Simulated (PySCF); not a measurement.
# HF beside CCSD(T) along the second period: bonds to Ge

HF and CCSD(T) in PySCF with def2-TZVPP on every atom, for the lowest determinant that a PBE0 search found; no spin–orbit coupling.

| molecule | state (unpaired electrons) | HF Re (Å) | HF ωe (cm⁻¹) | HF De (eV) | CCSD(T) Re (Å) | CCSD(T) ωe (cm⁻¹) | CCSD(T) De (eV) |
| --- | --- | --- | --- | --- | --- | --- | --- |
| GeB | quartet (σ ↑, π ↑↑) | 1.944 | 715 | 2.02 | ? | ? | ? |
| GeC | triplet (σ ↑, π ↑) | 1.770 | 914 | 1.62 | 1.814 | 805 | 3.72 |
| GeO | singlet (closed shell) | 1.594 | 1138 | 3.17 | 1.636 | 981 | 6.71 |
| GeF | doublet (π ↑) | 1.732 | 707 | 3.40 | 1.753 | 677 | 5.13 |

Task: Estimate the CCSD(T) values of GeB by adding the mean shift from HF to CCSD(T) of the other rows, and compare with the calculation.

Result: The mean shifts are +3.6 pm, -99 cm⁻¹ and +2.46 eV, which give 1.980 Å, 616 cm⁻¹ and 4.48 eV. CCSD(T)/def2-TZVPP gives Re = 1.993 Å, ωe = 636 cm⁻¹, De = 2.95 eV.

Task: What are the mean differences of HF from CCSD(T) over the whole series?

Result: Re -3.9 pm, ωe +94 cm⁻¹, De -2.08 eV.

In a basis of this size CCSD(T) is itself not converged; it tends to give bonds that are too long and too weak.

Correlated steps freeze 10 core orbitals. UHF and ROHF references stand side by side, which adds small steps between rows. Spin–orbit coupling is left out. Where the molecule has an RHF reference, its open-shell atoms are computed with UHF. The CCSD T1 diagnostic is raised in GeC, GeO, a sign that a single reference may not be enough there. UHF is strongly spin-contaminated for GeC, so the ROHF reference used there is far from stable. States were picked by a PBE0 search and need not be the measured ground states.
